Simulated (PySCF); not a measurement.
ClH8PSi3.
Numbering: `[SiH3:1][Si:2]([SiH3:3])([PH2:4])[Cl:5]` (hydrogens: H6, H7, H8 on Si1; H9, H10, H11 on Si3; H12, H13 on P4)

Cartesian coordinates in Å at the PBE0-D3(BJ)/def2-SVP level; atoms count from 1:
```xyz
13
ClH8PSi3 angstrom
Si    -1.5793    1.0017   -0.7628
Si     0.0261    0.0395    0.6439
Si     2.2072    0.1562   -0.2039
P     -0.4389   -2.1229    1.1516
Cl    -0.0092    1.1230    2.4346
H     -1.6067    0.2505   -2.0567
H     -2.9201    0.9011   -0.1102
H     -1.2605    2.4371   -1.0307
H      3.1716   -0.4166    0.7820
H      2.2832   -0.6226   -1.4796
H      2.5541    1.5834   -0.4784
H     -1.8366   -1.8829    1.3335
H     -0.5858   -2.4641   -0.2315
```

The calculation used PBE0-D3(BJ)/def2-SVP geometry optimisation, gas phase in PySCF 2.14.0.

Take the most abundant isotopes and a rigid rotor. The values belong to one conformer with, in the numbering `[SiH3:1][Si:2]([SiH3:3])([PH2:4])[Cl:5]`, Si1–Si2–P4–H -42° and 52°.

(1) Give the principal moments of inertia and the rotational constants in GHz.

(2) Classify the top.

(3) What does the inertial defect say?

(4) Predict some low-J microwave lines.

Results:

(1) Ia = 442.10, Ib = 460.91, Ic = 487.86 u·Å²; 505379 MHz·u·Å²/I gives 1143, 1096 and 1036 MHz, that is A = 1.1431, B = 1.0965, C = 1.0359 GHz.

(2) An asymmetric top: κ = (2 × 1096 − 1143 − 1036)/(1143 − 1036) ≈ 0.13.

(3) Not planar: Δ = Ic − Ia − Ib = -415.15 u·Å². For a rigid frame Δ = −2 Σ m c², so Σ m c² = 207.57 u·Å² lies off the ab plane: 15.10 from hydrogen and 192.48 from heavier atoms. The atom farthest from that plane is 2.39 Å away.

(4) The dipole components are |μa| = 0.52 D, |μb| = 0.16 D, |μc| = 1.65 D. The squared components, which scale the intensities, stand as 0.10 : 0.01 : 1.00 (a : b : c). Some of the stronger lines:

| type | branch | J(Ka,Kc) | MHz | lower level (cm⁻¹) |
| --- | --- | --- | --- | --- |
| a | R | 1(0,1) ← 0(0,0) | 2132 | 0.000 |
| b | R | 1(1,1) ← 0(0,0) | 2179 | 0.000 |
| c | R | 1(1,0) ← 0(0,0) | 2240 | 0.000 |
| b | R | 2(0,2) ← 1(1,1) | 4186 | 0.073 |
| c | R | 2(1,1) ← 1(0,1) | 4433 | 0.071 |
| c | R | 2(2,0) ← 1(1,0) | 4498 | 0.075 |
| c | R | 2(2,1) ← 1(1,1) | 4526 | 0.073 |
| b | R | 2(2,0) ← 1(1,1) | 4558 | 0.073 |
| b | R | 3(0,3) ← 2(1,2) | 6284 | 0.213 |
| c | R | 3(1,2) ← 2(0,2) | 6659 | 0.212 |
| c | R | 3(2,1) ← 2(1,1) | 6664 | 0.219 |
| c | R | 3(2,2) ← 2(1,2) | 6719 | 0.213 |
| c | R | 3(3,0) ← 2(2,0) | 6779 | 0.225 |
| c | R | 3(3,1) ← 2(2,1) | 6799 | 0.224 |

No PBE0-D3(BJ)/def2-SVP frequencies stand behind this structure, so it isn't proved a minimum. Zero-point vibration and centrifugal distortion are left out. A rigid rotor knows nothing of internal rotation, which can split or shift real lines. Quadrupole hyperfine structure (35Cl) is left out.
